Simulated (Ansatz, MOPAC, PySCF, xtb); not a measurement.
Torsion H4–C1–Si2–S3 in CH4SSi (SMILES C[Si]S); at each angle all else is relaxed with GFN2-xTB, and the levels are single points there.
Geometry at 60° (charge 0, multiplicity 1):
```xyz
7

C     -0.955    -0.097    -0.077
Si     0.061     1.531    -0.031
S      0.314     1.853    -2.190
H     -0.407    -0.898    -0.576
H     -1.901     0.035    -0.604
H     -1.187    -0.439     0.929
H     -0.336     0.795    -2.656
```

On the grid 0° to 120°, 0° is the highest and 60° the lowest point at MP2/CBS(cc-pV(T+d)Z, cc-pV(Q+d)Z) + ΔCCSD(T)/cc-pV(T+d)Z.

Frozen-core correlation. Rows in 6-31G* carry no dispersion term and start afresh at each structure (6-31G* with six Cartesian d functions). The state that PM6 reach isn't checked.

Codes used: Ansatz (an electronic-structure program) with Gaussian orbitals; MOPAC for PM6 (differences of heats of formation); PySCF for 6-31G* rows, the dispersion terms; xtb for the GFN methods. Each number belongs to the level named beside it.

```json
[
 {"level": "PM6", "energy at 0° less that at 60° (kcal/mol)": "-0.12"},
 {"level": "GFN1-xTB", "energy at 0° less that at 60° (kcal/mol)": "0.45"},
 {"level": "HF/cc-pV(D+d)Z", "energy at 0° less that at 60° (kcal/mol)": "0.65"},
 {"level": "PBE/def2-TZVPP", "energy at 0° less that at 60° (kcal/mol)": "0.31"},
 {"level": "BLYP-D4/def2-TZVPP", "energy at 0° less that at 60° (kcal/mol)": "0.34"},
 {"level": "BP86/6-31G*", "energy at 0° less that at 60° (kcal/mol)": "0.33"},
 {"level": "r2SCAN-D4/def2-TZVPP", "energy at 0° less that at 60° (kcal/mol)": "0.47"},
 {"level": "M06-2X/6-31G*", "energy at 0° less that at 60° (kcal/mol)": "0.66"},
 {"level": "SCS-MP2/cc-pV(T+d)Z", "energy at 0° less that at 60° (kcal/mol)": "…"}
]
```

### Question
What belongs in the gaps?

### Answer

- SCS-MP2/cc-pV(T+d)Z, energy at 0° less that at 60° (kcal/mol): 0.58
